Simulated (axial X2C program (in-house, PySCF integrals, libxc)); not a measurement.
## Photoelectron levels of CuI by EOM-IP-CCSD

Calculated with an axial X2C code built on PySCF integrals: two-component X2C with atomic mean-field Coulomb and Gaunt terms, Gaussian nuclei, basis I dyall-cv3z, Cu dyall-cv3z with contracted cores.

R = 2.352 Å (near the PBE0 minimum at charge 0 of the determinant lowest at the starting distance; the state shown can have its own minimum elsewhere).

Hartree–Fock spinors of CuI (one of each Kramers pair; a window near the gap, which can cut inner shells):

```csv
ω,occupied,ε (eV),character
3/2,yes,-14.62,99% Cu d
1/2,yes,-14.58,"92% Cu d, 6% I p"
5/2,yes,-14.49,100% Cu d
1/2,yes,-10.32,"77% I p, 11% Cu s, 6% Cu d"
1/2,yes,-9.20,"86% I p, 5% Cu p, 5% Cu s"
3/2,yes,-8.72,"90% I p, 6% Cu p, 4% Cu d"
1/2,no,-0.37,"59% Cu s, 35% Cu p, 4% I p"
1/2,no,1.29,"96% Cu p, 3% I p"
3/2,no,1.31,"95% Cu p, 4% I p"
1/2,no,2.06,"79% Cu p, 13% Cu s, 4% I s"
1/2,no,3.31,"74% Cu s, 19% Cu p, 4% I d"
1/2,no,4.28,"90% Cu p, 7% I d, 2% I p"
```

Vertical ionisation energies of CuI to the states of CuI⁺:

| Ω of CuI⁺ | vertical IE (eV) | above lowest (cm⁻¹) | ionised spinor | one-hole weight |
| --- | --- | --- | --- | --- |
| 3/2 | 8.626 | 0 | 86% I pπ, 8% Cu dπ | 0.95 |
| 1/2 | 9.090 | 3747 | 74% I pπ, 9% I pσ, 8% Cu dπ | 0.95 |
| 1/2 | 9.954 | 10716 | 46% I pσ, 23% Cu dσ, 12% Cu sσ | 0.94 |
| 5/2 | 11.209 | 20834 | 100% Cu dδ | 0.91 |

How far does the lowest EOM-IP-CCSD energy lie from the Koopmans value −ε of the highest filled spinor?

8.626 eV against 8.72 eV, a shift of -0.09 eV: relaxation of the final state lowers the energy and the loss of correlation raises it.

What is the splitting of the first π pair in the table, and is it regular or inverted?

E(3/2) − E(1/2) = 0 − 3747 = -3747 cm⁻¹ at EOM-IP-CCSD: inverted, Ω = 3/2 lower. Splittings at this level can be off by ten to twenty per cent.

This point took 12 s on 1 thread of Intel(R) Xeon(R) Platinum 8375C CPU @ 2.90GHz (Ice Lake) (shared host).

Reference electrons by ω block (each with its −ω partner): 1/2: 26, 3/2: 12, 5/2: 3. 18 electrons of CuI correlated (inner shells frozen), 84 natural virtual spinors (a truncated set); levels can be off by some tenths of an eV. Roots sought by Ω: (1/2: 4, 3/2: 3, 5/2: 1); rows need 60 % one-particle weight and stop where some Ω has no more roots. Missing are any skipped roots, higher Ω and states of a further excitation; these come out far too high here and may in truth be low or lowest. T1 of the reference 0.018 (Lee–Taylor). Number of frozen shells: I 4 s, 3 p, 2 d; Cu 3 s, 2 p.
